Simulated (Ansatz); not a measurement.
Species: SbH2 (charge +1, singlet). 
Structure (B3LYP-D3(BJ)/def2-TZVP (Ansatz, a program for electronic structure) minimum search):
```
Sb
H 1 1.7139
H 1 1.7139 2 90.22
```
Charge +1, spin multiplicity 1.

Basis-set convergence of Hartree-Fock and CCSD(T) correlation energies (hartree) with Ansatz. Correlated levels leave the core frozen unless marked. Spin-orbit coupling is left out. Frozen are the shells of the preceding noble gas and the d and f shells that filled before the atom's block. Past Kr the def2 sets carry scalar-relativistic core potentials.

The Hartree-Fock reference is unstable (checked in the largest basis), which strains HF and MP2. 

| basis | functions | E(HF) | E(corr, CCSD(T)) |
|---|---|---|---|
| def2-SVP | 36 | -240.09163 | -0.10571 |
| def2-TZVPP | 78 | -240.10124 | -0.12760 |
| def2-QZVPP | 142 | -240.10312 | -0.13403 |

Extrapolating the two largest sets (X = 3 and 4) as X^-3: E(corr) = (64·(-0.13403) - 27·(-0.12760))/37 = -0.1387 Eh, an estimate of the basis-set limit. The largest set recovers 96.6 % of it, the smallest 76.2 %.
